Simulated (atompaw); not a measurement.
## Hg (Z = 80): one change to a PAW (atompaw) potential, before and after

atompaw 4.2.0.5 input, output lines left out:

```
Hg 80
GGA-PBESOL scalarrelativistic loggrid 2001 logderivrange -12 5 426
6 6 5 4 0 0
6 0 0
6 1 0
0 0 0
c
c
c
c
v
v
c
c
c
v
v
c
c
v
c
2
1.40 1.25 1.35 0.85
n
n
y
-0.7
n
custom polynom vanderbiltortho sinc
bessel
1.20
1.40
1.35
1.40
1.40
1.40
```

Change: wave 5d channel at -0.7 Ry: rc 1.40 bohr becomes 5d channel at -0.7 Ry: rc 0.96 bohr.

Cutoffs: the cutoffs (Ry, on a coarse ladder) from which the occupation-weighted sum of valence levels, in a spherical-Bessel basis at the reference potential, stays within 10 and 1 mRy of its value at 400 Ry; they do not see the model core or the augmentation charge, which bear on the density cutoff.

Q: What does the change do?

A: The potential gets softer (70 Ry and 90 Ry → 55 Ry and 90 Ry); the range in which the d phases agree narrows (upper end at the end of the scan → 1.3); neither file shows a bound ghost.

| quantity | base | changed |
| --- | --- | --- |
| cutoff, loose | 70 Ry | 55 Ry |
| cutoff, tight | 90 Ry | 90 Ry |
| loose cutoff by channel (10 mRy a level) | s 25 Ry, p 35 Ry, d 40 Ry | s 25 Ry, p 35 Ry, d 35 Ry |
| bound ghosts | none | none |
| s: phases at 1.41 bohr within 0.05 rad from the reference energy up to (Ry; the scan ends near 5) | to the end of the scan | to the end of the scan |
| p: phases at 1.41 bohr within 0.05 rad from the reference energy up to (Ry; the scan ends near 5) | to the end of the scan | to the end of the scan |
| d: phases at 1.41 bohr within 0.05 rad from the reference energy up to (Ry; the scan ends near 5) | to the end of the scan | 1.3 |
| lowest overlap eigenvalue by channel | s 0.21, p 0.76, d 0.99 | s 0.21, p 0.76, d 0.51 |

 The cutoffs see the waves, projectors and local potential, not the compensation charge or the core.
